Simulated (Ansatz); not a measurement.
Consider the redistribution: `[OH][Mg][SH]` + `C[O][Ga]([SH])[Br]` → `[OH][Mg][Br]` + `C[O][Ga]([SH])[SH]`.

Calculated with Ansatz (gas phase, PBE0-D4/def2-TZVP geometries, no zero-point term in ΔE). CCSD(T)/CBS adds triple-zeta CCSD(T) − MP2 to the extrapolated MP2 energy (def2 sets, frozen cores). DFT in def2-TZVPP. B3LYP here is the variant with VWN-RPA as its local correlation; programs differ in this. For Br, Ga, Mg outer-core shells are correlated without core-valence functions, which leaves a few kJ/mol of doubt a bond. Scalar relativity is left out up to krypton. One conformer a species, not always the lowest.

`[OH][Mg][SH]`:

Cartesian coordinates in Å:
```
O 1.579 0.277 -0.855
Mg -0.006 -0.137 -0.220
S -2.043 -0.740 0.618
H 2.305 0.677 -1.314
H -1.835 -0.077 1.770
```

`C[O][Ga]([SH])[Br]`:

```xyz
9

C     1.446   -0.643    0.276
O     0.430   -0.072   -0.516
Ga   -1.146    0.444    0.097
S    -2.582    1.312   -1.288
Br   -1.621    0.185    2.310
H     1.698   -1.633   -0.116
H     2.342   -0.015    0.228
H     1.161   -0.753    1.328
H    -1.728    1.176   -2.319
```

`[OH][Mg][Br]`:

Cartesian coordinates in Å:
```
O 0.793 0.243 -0.902
Mg -0.377 -0.105 0.351
Br -1.977 -0.571 1.975
H 1.560 0.433 -1.424
```

`C[O][Ga]([SH])[SH]`:

Cartesian coordinates in Å:
```
C -0.454 -1.354 1.169
O 0.187 -1.002 -0.032
Ga 0.264 0.663 -0.642
S -0.693 2.260 0.522
S 1.323 0.967 -2.530
H -1.219 -2.111 0.970
H -0.944 -0.507 1.667
H 0.274 -1.777 1.869
H -0.341 3.206 -0.365
H 1.603 -0.345 -2.629
```

```
             level  ΔE (kcal/mol)  difference from CCSD(T)/CBS
            PBE-D4           -7.9                          0.8
         r2SCAN-D4           -9.1                         -0.4
           ωB97X-V           -8.8                         -0.1
           ωB97M-V           -8.6                          0.1
            B2PLYP           -8.4                          0.3
               PBE           -7.8                          0.9
            r2SCAN           -9.0                         -0.3
             B3LYP           -8.2                          0.5
     HF/def2-TZVPP           -9.6                         -0.9
    MP2/def2-TZVPP           -8.4                          0.3
SCS-MP2/def2-TZVPP           -8.4                          0.3
   CCSD/def2-TZVPP           -8.4                          0.3
CCSD(T)/def2-TZVPP           -8.3                          0.4
     HF/def2-QZVPP           -9.5                         -0.8
SCS-MP2/def2-QZVPP           -8.6                          0.1
    CCSD/CBS(def2)           -8.8                         -0.1
       CCSD(T)/CBS           -8.7                            0
```

Largest T1 diagnostic among the species: 0.013.

In def2-TZVPP, CCSD(T) changes the Hartree–Fock value by +1.3 kcal/mol (the triples alone add +0.1 kcal/mol) and MP2 by +1.1 kcal/mol. From PBE to PBE0 (25 % exact exchange), in def2-TZVPP and without D4, ΔE moves by −0.7 kcal/mol.
